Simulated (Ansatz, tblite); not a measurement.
Removing and adding an electron: In(H2O)F3 (InOF3H2). Total charge 0; singlet. Geometry: PBE0-D4/def2-SVP. Ansatz, gas phase; energy differences of separate SCF runs; the oxidised species was run as a doublet alone; the reduced species was run as a doublet alone.

```tsv
atom	x (Å)	y (Å)	z (Å)
In1	-0.016	-0.384	0.914
O2	0.416	0.687	-1.046
H3	-0.399	1.199	-1.172
H4	0.371	-0.046	-1.681
F5	1.312	-0.114	2.301
F6	-0.007	-1.996	-0.200
F7	-1.677	0.654	0.883
```

In the def2 sets In takes a core potential; there is no spin–orbit coupling. The xTB rows come from tblite. HOMO above LUMO, or a gap near zero within one spin, warns that the state may not be the lowest or that an electron is smeared out.

Question: Estimate orbital energies and vertical ionisation energies and electron affinities at: GFN1-xTB; GFN2-xTB; PBE-D4/def2-TZVP; PBE-D4/def2-TZVPD; r2SCAN-D4/def2-TZVP; r2SCAN-D4/def2-TZVPD; PBE0-D4/def2-TZVP; PBE0-D4/def2-TZVPD.

Answer: 
```
               level  −HOMO (eV)  vertical IE (eV)  −LUMO (eV)  vertical EA (eV)  HOMO–LUMO gap (eV)  IE − EA (eV)                                     remarks
            GFN1-xTB       13.03             16.57        9.05              6.07                3.98         10.51                                           –
            GFN2-xTB       13.59             17.13       10.23              6.46                3.36         10.67                                           –
    PBE-D4/def2-TZVP        8.55             11.92        3.44                 –                5.11             –  gap within one spin near zero (+1 doublet)
   PBE-D4/def2-TZVPD        8.66                 –        3.57              1.06                5.09             –                HOMO above zero (-1 doublet)
 r2SCAN-D4/def2-TZVP        9.00             12.24        3.18                 –                5.82             –  gap within one spin near zero (+1 doublet)
r2SCAN-D4/def2-TZVPD        9.06                 –        3.26              0.86                5.80             –                HOMO above zero (-1 doublet)
   PBE0-D4/def2-TZVP       10.53             12.81        2.49                 –                8.04             –                                           –
  PBE0-D4/def2-TZVPD       10.60                 –        2.62              0.88                7.99             –                HOMO above zero (-1 doublet)
```

   A HOMO above zero means that the electron is unbound at that level or that self-interaction error raises the level; the energy of removing that electron tells which. Raw xTB energy differences between charge states are shifted by several eV; the methods need an empirical correction for them.
